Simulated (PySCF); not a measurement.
diarsenic (As₂), SMILES [As]#[As]. Coordinates come from a B3LYP-D3(BJ)/def2-TZVP optimisation.

Method: B3LYP-D3(BJ)/def2-TZVP (PySCF 2.14.0).

Harmonic wavenumbers (cm⁻¹): 450. Rotational constants (GHz): 3.047 (linear); symmetry number 2.

Q: Work out the zero-point energy and the ideal-gas rigid-rotor harmonic-oscillator thermochemistry at 298.15 K and 1 atm.

A: ZPE = ½ Σ hcν = ½ × 450 cm⁻¹ = 0.64 kcal/mol. H − E(el) = 2.88 kcal/mol. Entropy in cal/(mol K): translation 40.92, rotation 15.75, vibration 0.80, total 57.47. G − E(el) = -14.25 kcal/mol. Cp = 8.32 cal/(mol K).
